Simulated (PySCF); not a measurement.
# How methods differ on the ionisation energy of Br⁺

Br⁺ [Ar] 3d10 4s2 4p4 (3P) → Br²⁺ [Ar] 3d10 4s2 4p3 (4S), as a difference of total energies. Computed with PySCF 2.14 in def2-QZVPPD, with no relativity, point nucleus. Correlated levels: valence: [Ar] 3d10 frozen. The calculations carry no spin-orbit coupling.

Problem. Order these methods by the ionisation energy they give, lowest first.
A. CCSD (valence)
B. MP2 (valence)
C. CCSD(T) (valence)
D. SCS-MP2 (valence)

Solution. B (21.050 eV), D (21.142 eV), A (21.178 eV), C (21.210 eV).

A first-order spin-orbit estimate (lowest level to lowest level, LS coupling) adds 0.156 eV.

These non-relativistic numbers lack the scalar-relativistic shift.

Errors of the correlated levels include the incompleteness of this basis and the frozen core.

For comparison: 21.591 eV (measured; NIST Atomic Spectra Database, ionization energies).
